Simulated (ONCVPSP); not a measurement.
## P: one change to an ONCV potential, before and after

- Element: phosphorus
- Generator: ONCVPSP 4.0.1
- Type: optimised norm-conserving Vanderbilt (ONCV)
- Functional: LDA (Perdew-Wang 92)
- Relativity: non-relativistic
- Frozen core: [Ne]
- Valence charge: 5
- Reference configuration: 3s2 3p3
- Partial waves: 3s: rc 1.65 bohr, ncon 4, nbas 8, qcut 4.9 1/bohr, 2 projectors, debl 0.8 Ha; 3p: rc 1.85 bohr, ncon 4, nbas 8, qcut 4.6 1/bohr, 1 projector; d scattering state at 0.44 Ha: rc 1.65 bohr, ncon 5, nbas 9, qcut 5.8 1/bohr, 2 projectors, debl 2.6 Ha
- Local potential: polynomial inside 1.35 bohr (lpopt 5, dvloc0 0 Ha)
- Core correction: Teter function, fcfact 6, rcfact 1.65

Change: all radii but the core radius scaled by about 0.86 (s 1.42, p 1.58, d 1.42 bohr); local potential polynomial inside 1.16 bohr (lpopt 5, dvloc0 0 Ha).

Cutoffs: the cutoffs (Ha) at which the residual kinetic energy of the hardest occupied pseudo-wave falls to 1 and 0.1 mHa per electron; they do not see the model core or the augmentation charge, which bear on the density cutoff. Errors are all-electron minus pseudo energies relative to the spin-unpolarised reference configuration.

What does the change do?

The potential gets neither clearly harder nor softer (10 Ha and 17 Ha → 10 Ha and 15 Ha); the errors of the 4 common tests hardly move; neither file shows a bound ghost.

| quantity | base | changed |
| --- | --- | --- |
| cutoff, loose | 10 Ha | 10 Ha |
| cutoff, tight | 17 Ha | 15 Ha |
| loose cutoff by channel | s 10 Ha, p 4.5 Ha | s 10 Ha, p 4.6 Ha |
| bound ghosts | none | none |
| GHOST(+) flags under 300 eV | s at 130.3 eV | s at 94.6 eV |
| error for 3s2 3p2, meV [ΔE 9.83 eV] | -1.9 | -1.7 |
| error for 3s2 3p1, meV [ΔE 29.08 eV] | -22 | -20 |
| error for 3s2 3p0, meV [ΔE 58.98 eV] | -112 | -107 |
| error for 3s2 3p2.5, meV [ΔE 3.82 eV] | -0.2 | -0.2 |
| rms error of d²Exc/dni dnj with the model core, mHa | 2.90 | 2.87 |

Base: The cutoffs count occupied waves only; projector 2 of the d channel, the hardest unoccupied one, needs 40 Ha at the loose tolerance. Changed file: The cutoffs count occupied waves only; projector 1 of the d channel, the hardest unoccupied one, needs 47 Ha at the loose tolerance.
